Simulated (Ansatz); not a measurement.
C2H8NO2Y (`C[O][Y]([NH2])[O]C`) from Hartree–Fock to CCSD(T)

Cartesian coordinates in Å:
```
C 0.803 2.299 -2.020
O 0.506 1.111 -1.375
Y 0.036 -0.540 -0.289
N 0.180 -2.443 -1.288
O -0.549 -0.557 1.656
C -0.938 -0.477 2.982
H 0.308 2.358 -2.998
H 1.883 2.401 -2.194
H 0.481 3.172 -1.434
H 0.457 -2.607 -2.249
H -0.016 -3.355 -0.893
H -0.116 -0.128 3.622
H -1.261 -1.455 3.365
H -1.775 0.222 3.115
```

Charge 0, multiplicity 1. Correlated methods include outer-core shells of Y, which these sets cover unevenly. Y takes the def2 core potential. Geometry: relaxed with PBE0-D4/def2-TZVP. It is one conformer, not always the lowest. Frozen core, restricted reference, Ansatz.

```
     basis     HF (Eh)  MP2 corr.  CCSD corr.  (T)  CCSD(T) total
  def2-SVP           ?          ?    -1.06630    ?              ?
def2-TZVPP  -322.72477   -1.31021           –    –              –
def2-QZVPP           ?   -1.43608           –    –              –
```

Question: Fill in the withheld values. (Best estimate.)

Answer: The calculation gave: def2-SVP HF (Eh): -322.37887; def2-SVP MP2 corr.: -1.01625; def2-SVP (T): -0.02877; def2-SVP CCSD(T) total: -323.47394; def2-QZVPP HF (Eh): -322.74290.
